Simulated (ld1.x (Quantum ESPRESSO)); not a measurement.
How hard is this In (Z = 49) RRKJ potential?

indium (In), norm-conserving RRKJ (Kleinman–Bylander form), made with ld1.x (Quantum ESPRESSO) 7.5 (PBE, scalar-relativistic). Core [Kr] 4d10, reference 5s2 5p1. Waves: 5p (bound): rc 2.25 bohr; 5s (bound): rc 2.05 bohr. Local part: the s channel. Core correction: none. rho0 = 0.01.

The pseudo-atom Hamiltonian at the reference potential is diagonalised in spherical Bessel functions j_l(qr) that vanish at 20 bohr, with q² up to the cutoff. All-electron valence levels (Ry): 5p -0.1851, 5s -0.6035.

How do the lowest levels (Ry) of each channel move with the cutoff, and are there ghosts?

```csv
cutoff (Ry),p #1,p #2,s #1,s #2,d #1,f #1,Σ f·Δε (mRy)
8,-0.1787,0.0247,-0.5946,-0.0263,0.0398,0.0989,24.2
10,-0.1819,0.0243,-0.5976,-0.0266,0.0398,0.0989,15.1
15,-0.1848,0.0239,-0.5983,-0.0266,0.0398,0.0989,10.7
18,-0.1850,0.0239,-0.6007,-0.0268,0.0397,0.0989,5.8
21,-0.1851,0.0238,-0.6021,-0.0269,0.0397,0.0989,2.9
25,-0.1851,0.0238,-0.6029,-0.0270,0.0397,0.0989,1.1
35,-0.1851,0.0238,-0.6033,-0.0270,0.0397,0.0989,0.4
40,-0.1851,0.0238,-0.6034,-0.0270,0.0397,0.0989,0.3
400,-0.1851,0.0238,-0.6035,-0.0271,0.0397,0.0989,0.0
```

Result: no extra level below or beside the all-electron valence levels (p, s, d, f tested); 10 mRy is reached at 18 Ry and 1 mRy at 30 Ry.
